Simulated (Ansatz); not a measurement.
`O[SiH](F)[NH][GeH3]` → `[NH][GeH3]`• + `O[SiH]F`•  (homolysis of the N–Si bond)

Program: Ansatz. Geometries: PBE0-D4/def2-TZVP. ΔE: electronic, gas phase. CCSD(T)/CBS is the MP2 limit (def2-TZVPP, def2-QZVPP) plus CCSD(T) − MP2 in def2-TZVPP, frozen cores. DFT in def2-TZVPP. B3LYP here is the variant with VWN-RPA as its local correlation; programs differ in this. Open shells (•) are unrestricted, without spin–orbit coupling. For Ge outer-core shells are correlated without core-valence functions, which leaves a few kJ/mol of doubt a bond. Scalar relativity is left out up to krypton. One conformer a species, not always the lowest.

`O[SiH](F)[NH][GeH3]`:

```xyz
11

O    -0.227    1.706    1.116
Si    0.937    0.572    0.970
F     1.382   -0.022    2.384
N     0.361   -0.732    0.048
Ge   -0.823   -0.659   -1.365
H    -1.085    1.433    1.445
H     2.104    1.293    0.434
H     0.782   -1.637    0.196
H    -2.231   -0.315   -0.846
H    -0.821   -2.052   -2.010
H    -0.379    0.413   -2.373
```

`[NH][GeH3]`•:

Z-matrix (Å, degrees):
```
Ge
N 1 1.869
H 1 1.532 2 107.6
H 1 1.541 2 109.6 3 120.1
H 1 1.541 2 109.5 3 -120.0
H 2 1.026 1 107.9 3 -179.8
```

`O[SiH]F`•:

```xyz
5

O    -0.776    0.741   -0.294
Si    0.216   -0.286    0.506
F     1.569   -0.518   -0.323
H    -0.495    1.647   -0.437
H    -0.515   -1.584    0.549
```

```tsv
level	ΔE (kJ/mol)
B3LYP-D4	486.4
r2SCANh-D4	481.0
BHLYP-D4	494.2
ωB97X-V	508.9
```

(1) What does CCSD(T)/CBS give? (Best estimate.)

(2) What do rigid-rotor, harmonic-oscillator terms from PBE0-D4/def2-TZVP frequencies (298.15 K, 1 bar) make of the CCSD(T)/CBS value? (Best estimate.)

Largest T1 diagnostic among the species: 0.014.

## Answers

(1) The calculation gave: +520.5 kJ/mol. The listed levels differ from it by -34.1, -39.5, -26.3, -11.6 kJ/mol.

(2) Ansatz gave: ΔZPE = -18.2 kJ/mol, ΔH = +505.0 kJ/mol, ΔS = 173 J/(mol·K), ΔG = +453.5 kJ/mol. Open shells count their whole term as degenerate. Modes under 50 cm⁻¹ make the entropy rough.

At CCSD(T), def2-SVP lies −23.6 kJ/mol from the extrapolated value and def2-TZVPP −12.6 kJ/mol: correlation converges slowly with the basis, and small sets miss more of it in the bonded molecule than in its fragments. From PBE to PBE0 (25 % exact exchange), in def2-TZVPP and without D4, ΔE moves by +12.5 kJ/mol.
